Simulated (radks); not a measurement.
Problem. These are the eigenvalues of the occupied orbitals of an atom or ion with whole-number occupations (Ry). Method: non-relativistic Kohn-Sham, PBEsol, spin-unpolarised, spherical densities, point nucleus; computed with a radial shooting solver on a logarithmic mesh with Libxc functionals.

| orbital | eigenvalue |
|---|---|
| 1s | -1353.947 |
| 2s | -190.9283 |
| 2p | -175.8984 |
| 3s | -36.07345 |
| 3p | -30.35955 |
| 3d | -19.91017 |
| 4p | -7.02908 |
| 4d | -4.29826 |
| 5d | -1.81468 |

Which element is it, and in what charge state? The configuration may be excited.

Solution. Z = 41, niobium, charge +4: Nb4+ in [Ar] 3d10 4p6 4d1 5d2. The list shows which subshells hold electrons but not how many an open one holds; the 1s level, -676.97 hartree, gives Z - s = 36.8 by -(Z - s)^2/2, which with screening narrows Z to a few neighbours, and the depths of the outer levels then fix element, charge and occupations together.
